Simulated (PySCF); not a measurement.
**Frontier levels across methods**

Species: C₂H₈BNO₂.
Z-matrix (Å and degrees, PBE0-D3(BJ)/def2-SVP geometry), rows numbered from 1:
```
C 
C   1  1.5288
N   2  1.4648  1  109.41
B   2  1.5913  1  111.83  3   128.84
O   4  1.3597  2  118.66  1  -129.26
O   4  1.3676  2  123.79  1    50.77
H   1  1.1003  2  110.34  3    53.14
H   1  1.1025  2  112.48  3   173.93
H   1  1.1030  2  111.04  3   -65.96
H   2  1.1092  1  106.69  3  -114.98
H   3  1.0205  2  108.60  1    71.66
H   3  1.0190  2  108.98  1  -175.70
H   5  0.9644  4  111.46  2  -179.76
H   6  0.9611  4  113.00  2    -0.80
```

Basis pcSseg-1 throughout (PySCF), one geometry. The structure is a single PBE0-D3(BJ)/def2-SVP conformer in the gas phase; no vibrational or solvent corrections.

Question: How do the orbital energies, the gap and the dipole change with the method?

Answer: 
```json
{"method": "B97-2", "kind": "global hybrid", "HOMO (eV)": "-6.16", "LUMO (eV)": "0.81", "gap (eV)": "6.97", "μ (D)": "1.80", "SCF cycles": "12"}
{"method": "PBE0", "kind": "global hybrid", "HOMO (eV)": "-6.43", "LUMO (eV)": "0.80", "gap (eV)": "7.23", "μ (D)": "1.82", "SCF cycles": "12"}
{"method": "mPW1PW91", "kind": "global hybrid", "HOMO (eV)": "-6.47", "LUMO (eV)": "0.79", "gap (eV)": "7.26", "μ (D)": "1.83", "SCF cycles": "12"}
{"method": "CAM-B3LYP", "kind": "range-separated hybrid", "HOMO (eV)": "-7.87", "LUMO (eV)": "1.63", "gap (eV)": "9.50", "μ (D)": "1.86", "SCF cycles": "13"}
{"method": "BHandHLYP", "kind": "global hybrid", "HOMO (eV)": "-7.88", "LUMO (eV)": "1.50", "gap (eV)": "9.38", "μ (D)": "1.84", "SCF cycles": "12"}
{"method": "wB97X-D", "kind": "range-separated hybrid", "HOMO (eV)": "-8.37", "LUMO (eV)": "2.63", "gap (eV)": "11.00", "μ (D)": "1.85", "SCF cycles": "14"}
{"method": "LC-wPBE", "kind": "range-separated hybrid", "HOMO (eV)": "-9.27", "LUMO (eV)": "3.04", "gap (eV)": "12.31", "μ (D)": "1.90", "SCF cycles": "13"}
```

The HOMO spans 3.11 eV, from B97-2 down to LC-wPBE, and the gap runs from 6.97 eV (B97-2) to 12.31 eV (LC-wPBE). Over the methods B97-2 (21 %), PBE0 (25 %), mPW1PW91 (25 %), BHandHLYP (50 %), a straight line through the gap against the share of exact exchange rises by 0.84 eV for each 10 % (correlation coefficient 0.999). The dipole ranges from 1.80 D (B97-2) to 1.90 D (LC-wPBE). This basis has no diffuse functions.
